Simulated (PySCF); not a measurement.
C₂H₆STe (SMILES CC[Te]S), singlet, geometry from GFN2-xTB (core potentials on Te); PySCF with DF-PBE0/def2-TZVPD.

PySCF was given this input:
```python
from pyscf import gto, scf, dft

mol = gto.M(
    atom='''
Te    0.140199    0.055772    0.707153
C     0.705351   -1.505684   -0.714363
C     1.314039   -0.950421   -1.982247
H    -0.181174   -2.095405   -0.935739
H     1.411679   -2.132019   -0.176928
H     2.226928   -0.398955   -1.767406
H     0.615708   -0.280059   -2.479840
H     1.554483   -1.761237   -2.668852
S    -1.408094    1.127869   -0.758901
H    -2.504818    0.458257   -0.421124
''',
    basis='def2-tzvpd',
    ecp={'Te': 'def2-tzvpd'},
    charge=0,
    spin=0,
    verbose=4,
    max_memory=1800,
)

mf = dft.RKS(mol)
mf.xc = 'pbe0'
mf = mf.density_fit(auxbasis='def2-universal-jkfit')
mf.kernel()
```

The log (banner, timings and long lists left out):

```
PySCF version 2.14.0

[INPUT] verbose = 4
[INPUT] num. atoms = 10
[INPUT] num. electrons = 58
[INPUT] charge = 0
[INPUT] spin (= nelec alpha-beta = 2S) = 0
[INPUT] symmetry False subgroup None
[INPUT] Mole.unit = angstrom
[INPUT] Symbol           X                Y                Z      unit          X                Y                Z       unit  Magmom
[...]
nuclear repulsion = 254.925871380041
number of shells = 91
number of NR pGTOs = 343
number of NR cGTOs = 233
basis = def2-tzvpd
ecp = {'Te': 'def2-tzvpd'}

******** <class 'pyscf.df.df_jk.DFRKS'> ********
method = DFRKS
initial guess = minao
damping factor = 0
level_shift factor = 0
DIIS = <class 'pyscf.scf.diis.CDIIS'>
diis_start_cycle = 1
diis_space = 8
diis_damp = 0
SCF conv_tol = 1e-09
SCF conv_tol_grad = None
SCF max_cycles = 50
direct_scf = False
XC library pyscf.dft.libxc version 7.1.2
    S. Lehtola, C. Steigemann, M. J. T. Oliveira, and M. A. L. Marques,  SoftwareX 7, 1–5 (2018)
XC functionals = pbe0
    C. Adamo and V. Barone,  J. Chem. Phys. 110, 6158 (1999)
    M. Ernzerhof and G. E. Scuseria,  J. Chem. Phys. 110, 5029 (1999)
radial grids:
    Treutler-Ahlrichs [JCP 102, 346 (1995); DOI:10.1063/1.469408] (M4) radial grids

becke partition: Becke, JCP 88, 2547 (1988); DOI:10.1063/1.454033
pruning grids: <function nwchem_prune>
grids dens level: 3
symmetrized grids: False
atomic radii adjust function: <function treutler_atomic_radii_adjust>
small_rho_cutoff = 0
Set gradient conv threshold to 3.16228e-05
Initial guess from minao.
tot grids = 127928
******** <class 'pyscf.df.df.DF'> ********
auxbasis = def2-universal-jkfit
init E= -704.116025623643
[...]
cycle= 1 E= -743.282368500459  delta_E= -39.2  |g|= 3.55  |ddm|= 29.9
[...]
cycle= 2 E= -737.758984536858  delta_E= 5.52  |g|= 5.11  |ddm|= 35.8
[...]
cycle= 3 E= -745.403349861373  delta_E= -7.64  |g|= 1.08  |ddm|= 34.6
[...]
cycle= 4 E= -745.54865997603  delta_E= -0.145  |g|= 1.03  |ddm|= 2.38
[...]
cycle= 5 E= -745.852449040181  delta_E= -0.304  |g|= 0.252  |ddm|= 1.15
[...]
cycle= 6 E= -745.867258785837  delta_E= -0.0148  |g|= 0.115  |ddm|= 0.393
[...]
cycle= 7 E= -745.86992281961  delta_E= -0.00266  |g|= 0.0363  |ddm|= 0.155
[...]
cycle= 8 E= -745.870196323837  delta_E= -0.000274  |g|= 0.01  |ddm|= 0.043
[...]
cycle= 9 E= -745.870216948952  delta_E= -2.06e-05  |g|= 0.00169  |ddm|= 0.0125
[...]
cycle= 10 E= -745.870217533185  delta_E= -5.84e-07  |g|= 0.000613  |ddm|= 0.00297
[...]
cycle= 11 E= -745.870217615846  delta_E= -8.27e-08  |g|= 0.000147  |ddm|= 0.00103
[...]
cycle= 12 E= -745.870217620462  delta_E= -4.62e-09  |g|= 3.79e-05  |ddm|= 0.00025
[...]
cycle= 13 E= -745.870217620855  delta_E= -3.93e-10  |g|= 1.31e-05  |ddm|= 8.33e-05
[...]
Extra cycle  E= -745.87021762086  delta_E= -5.46e-12  |g|= 1.39e-05  |ddm|= 4.27e-05
converged SCF energy = -745.87021762086
```
